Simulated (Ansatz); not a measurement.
`[SiH3][GeH]([SiH3])[Cl]` + `N[SiH]1C[SiH2]1` → `[SiH3][GeH2][Cl]` + `N[Si@@H]1C[Si@H]1[SiH3]`  (redistribution)

Computed with Ansatz on PBE0-D4/def2-TZVP structures; ΔE is electronic, products minus reactants. CCSD(T)/CBS adds triple-zeta CCSD(T) − MP2 to the extrapolated MP2 energy (def2 sets, frozen cores). Functionals use def2-TZVPP. B3LYP here is the variant with VWN-RPA as its local correlation; programs differ in this. HSE06 is defined as in plane-wave codes. For Ge outer-core shells are correlated without core-valence functions, which leaves a few kJ/mol of doubt a bond. Scalar relativity is left out up to krypton. Each species was taken in one conformer, which may not be the lowest.

`[SiH3][GeH]([SiH3])[Cl]`:

Cartesian coordinates in Å:
```
Si -0.934 -0.716 -1.687
Ge -0.505 0.687 0.191
Si 1.500 0.218 1.390
Cl -2.130 0.301 1.594
H -2.264 -0.393 -2.262
H 0.121 -0.498 -2.713
H -0.904 -2.131 -1.240
H -0.625 2.182 -0.168
H 1.494 -1.212 1.788
H 1.578 1.080 2.596
H 2.671 0.482 0.511
```

`N[SiH]1C[SiH2]1`:

Z-matrix (Å, degrees):
```
Si
C 1 1.886
Si 1 2.244 2 54.2
N 1 1.712 2 116.3 3 109.1
H 1 1.487 2 113.0 3 -111.0
H 2 1.089 1 116.8 3 -110.0
H 2 1.088 1 118.2 3 112.4
H 3 1.483 1 122.5 2 -100.4
H 3 1.483 1 122.2 2 99.7
H 4 1.006 1 120.2 2 -130.9
H 4 1.007 1 121.3 2 80.3
```

`[SiH3][GeH2][Cl]`:

Z-matrix (Å, degrees):
```
Si
Ge 1 2.380
H 1 1.484 2 108.9
H 1 1.487 2 109.5 3 119.9
H 1 1.484 2 108.9 3 -120.1
Cl 2 2.169 1 106.5 3 60.1
H 2 1.537 1 114.0 3 176.6
H 2 1.537 1 114.0 3 -56.5
```

`N[Si@@H]1C[Si@H]1[SiH3]`:

Cartesian coordinates in Å:
```
N -2.410 -0.716 1.564
Si -0.858 -0.110 1.150
C -0.774 1.110 -0.257
Si 0.274 -0.429 -0.787
Si 2.551 -0.050 -1.034
H -3.109 -0.781 0.841
H -2.473 -1.509 2.185
H -0.096 0.218 2.378
H -1.677 1.267 -0.847
H -0.251 2.049 -0.092
H -0.371 -1.175 -1.902
H 3.010 0.762 0.127
H 2.877 0.695 -2.282
H 3.308 -1.331 -1.044
```

```json
{"level": "PBE-D4", "ΔE (kJ/mol)": "3.6", "difference from CCSD(T)/CBS": "-5.0"}
{"level": "BLYP-D4", "ΔE (kJ/mol)": "8.8", "difference from CCSD(T)/CBS": "0.2"}
{"level": "B3LYP-D4", "ΔE (kJ/mol)": "9.7", "difference from CCSD(T)/CBS": "1.1"}
{"level": "HSE06-D4", "ΔE (kJ/mol)": "5.2", "difference from CCSD(T)/CBS": "-3.4"}
{"level": "ωB97M-V", "ΔE (kJ/mol)": "11.1", "difference from CCSD(T)/CBS": "2.5"}
{"level": "PBE0", "ΔE (kJ/mol)": "4.7", "difference from CCSD(T)/CBS": "-3.9"}
{"level": "BHLYP", "ΔE (kJ/mol)": "10.1", "difference from CCSD(T)/CBS": "1.5"}
{"level": "HF/def2-SVP", "ΔE (kJ/mol)": "9.1", "difference from CCSD(T)/CBS": "0.5"}
{"level": "HF/def2-TZVPP", "ΔE (kJ/mol)": "10.2", "difference from CCSD(T)/CBS": "1.6"}
{"level": "CCSD/def2-TZVPP", "ΔE (kJ/mol)": "8.7", "difference from CCSD(T)/CBS": "0.1"}
{"level": "CCSD(T)/CBS", "ΔE (kJ/mol)": "8.6", "difference from CCSD(T)/CBS": "0"}
```

Largest T1 diagnostic among the species: 0.013.

Leaving LDA and LC-ωPBE aside and taking each functional with its dispersion term where it has one, the values, not all of them listed here, spread over 14.1 kJ/mol, from B97M-V to BHLYP-D4.

CCSD(T)/CBS has its own doubt, a few kJ/mol and more with outer-core shells, so smaller differences from it don't rank the levels.
